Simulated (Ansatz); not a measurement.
Consider the ligand exchange at a Zr–Cl bond: `[OH][Zr]([F])([F])[Cl]` + H₂S → `[OH][Zr]([F])([F])[SH]` + HCl.

Calculated with Ansatz (gas phase, PBE0-D4/def2-TZVP geometries, no zero-point term in ΔE). CCSD(T)/CBS is the MP2 limit (def2-TZVPP, def2-QZVPP) plus CCSD(T) − MP2 in def2-TZVPP, frozen cores. This one scheme is used for every species. Functionals use def2-TZVPP. def2 core potentials past Kr. For Zr outer-core shells are correlated without core-valence functions, which leaves a few kJ/mol of doubt a bond. One conformer a species, not always the lowest.

```json
{"species": "`[OH][Zr]([F])([F])[Cl]`", "revPBE-D4 energy (Eh)": "-783.11192"}
{"species": "H₂S", "revPBE-D4 energy (Eh)": "-399.33581"}
{"species": "`[OH][Zr]([F])([F])[SH]`", "revPBE-D4 energy (Eh)": "-721.68565"}
{"species": "HCl", "revPBE-D4 energy (Eh)": "-460.73668"}
```

Problem. Work out ΔE.

Solution. ΔE = (-721.68565) + (-460.73668) − (-783.11192) − (-399.33581) = 0.02540 Eh = +66.7 kJ/mol. CCSD(T)/CBS gives +70.9 kJ/mol.

Largest T1 diagnostic among the species: 0.017.

From BLYP to BHLYP (50 % exact exchange), in def2-TZVPP and without D4, ΔE moves by +5.6 kJ/mol. At CCSD(T), def2-SVP lies +8.0 kJ/mol from the extrapolated value and def2-TZVPP −1.2 kJ/mol.
